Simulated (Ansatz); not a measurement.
The lowest singlet and triplet of C2H6Si (SMILES C[Si]C); geometries from B3LYP-D3(BJ)/def2-TZVP, each state relaxed from the structure named, with no frequency check.
Singlet (charge 0, multiplicity 1):
```xyz
9

C      1.414    -0.248     0.499
Si     0.031     0.333    -0.677
C     -1.455    -0.191     0.393
H      1.471    -1.341     0.388
H      2.396     0.155     0.248
H      1.199    -0.054     1.554
H     -1.312    -1.152     0.898
H     -2.400    -0.203    -0.150
H     -1.544     0.566     1.186
```
Triplet (charge 0, multiplicity 3):
```csv
atom,x (Å),y (Å),z (Å)
C,1.6179,0.0292,0.4169
Si,0.0040,-0.1893,-0.5574
C,-1.6232,0.2237,0.3277
H,2.4727,-0.2406,-0.2038
H,1.7389,1.0688,0.7310
H,1.6223,-0.6125,1.3013
H,-1.7527,-0.4100,1.2085
H,-2.4688,0.0559,-0.3398
H,-1.6361,1.2713,0.6382
```

A positive gap puts the triplet lower; no zero-point energy. R- takes a restricted singlet. U- takes an unrestricted singlet (broken symmetry where lower, unprojected). The triplet is unrestricted in single-reference levels. Active spaces average the two states.

Frozen-core correlation.

Codes used: Ansatz (Gaussian orbitals). 

| level | gap E(singlet) − E(triplet), adiabatic (kcal/mol) |
|---|---|
| R-PBE/def2-TZVPP | -22.23 |
| R-B3LYP/def2-TZVPP | -25.89 |
| R-PBE0/def2-TZVPP | -21.00 |
| R-BHLYP/def2-TZVPP | -24.85 |
| U-SCS-MP2/cc-pV(T+d)Z (spin-contaminated) | -21.33 |
| R-CCSD/cc-pV(T+d)Z | -25.66 |
| U-CCSD/cc-pV(T+d)Z (spin-contaminated) | -25.31 |
| U-CCSD(T)/cc-pV(T+d)Z (spin-contaminated) | -26.11 |
| SC-NEVPT2 on SA-CASSCF(2,2)/cc-pV(T+d)Z | … |

**Question.** Fill in the missing entries.

**Answer.** 
- SC-NEVPT2 on SA-CASSCF(2,2)/cc-pV(T+d)Z, gap E(singlet) − E(triplet), adiabatic (kcal/mol): -27.70

Doubts at one or more of the structures used: a restricted determinant that unrestricted orbitals would lower (R-CCSD/cc-pV(T+d)Z); T1 above 0.05 (U-CCSD/cc-pV(T+d)Z (spin-contaminated), U-CCSD(T)/cc-pV(T+d)Z (spin-contaminated)).

Ansatz is a quantum-chemistry and plane-wave program.
